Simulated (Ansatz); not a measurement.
A run on `BCCB` with other settings.

```yaml
crystal:
  periodic: [false, false, false]
  atoms:
    - {symbol: B, position_ang: [-0.397160, 1.374886, -0.446778]}
    - {symbol: C, position_ang: [-0.839748, -0.047489, -0.068666]}
    - {symbol: C, position_ang: [0.579771, 0.023422, 0.630078]}
    - {symbol: B, position_ang: [0.638043, -1.371653, -0.012084]}
    - {symbol: H, position_ang: [0.183784, 1.549015, -1.477193]}
    - {symbol: H, position_ang: [-0.687589, 2.289286, 0.263821]}
    - {symbol: H, position_ang: [-0.877118, -0.776085, -0.903275]}
    - {symbol: H, position_ang: [-1.611067, -0.241219, 0.665922]}
    - {symbol: H, position_ang: [0.466765, 0.168930, 1.696915]}
    - {symbol: H, position_ang: [1.247178, 0.786334, 0.181355]}
    - {symbol: H, position_ang: [1.101021, -1.488869, -1.108204]}
    - {symbol: H, position_ang: [0.273219, -2.321760, 0.612108]}
basis:
  gaussian: {orbitals: x2c-TZVPPall, nuclear_model: gaussian, point_charges: [{charge: -1.00, position_ang: [3.781, -0.090, 0.456]}]}
magnetization: {spin_polarized: true, initial_magnetization: 2}
hamiltonian: {xc: {name: B97}}
accuracy: high
```

```sh
$ ansatz run in.yaml --threads 2 --pin off --events-out ev --progress --plain --max-ram 4352MiB
```

It prints (some lines left out):

```
Functional definition: B97
4193 factors; integrals over basis functions are off by at most 3.4e-9 eV
mean field evaluation 1: about -3539.1104 eV, gradient 4.6e1 eV
mean field evaluation 2: about -3498.9084 eV, gradient 8.7e1 eV
mean field evaluation 4: about -3546.8615 eV, gradient 2.4e1 eV
mean field evaluation 8: about -3551.7032 eV, gradient 9.7e-1 eV
mean field evaluation 16: about -3551.8273 eV, gradient 4.0e-2 eV
mean field evaluation 32: about -3551.8273 eV, gradient 8.2e-6 eV
mean field -3551.82734337 eV, -130.5272473537 hartree, gradient 3.4e-8 eV, S^2 2.006305; 2 other end points of the search recorded, 0 dependent functions left out
reference -3551.82734757 eV, -130.5272475081 hartree; 16, 14 occupied and 220, 222 virtual orbitals, 4193 factors
Total energy: -3551.82734757 eV, -130.5272475081 hartree
Relativity: scalar
```

It took 2 min on 2 threads of an Arm Neoverse V1 on a shared host, with 2.2 GiB of host memory at the peak.
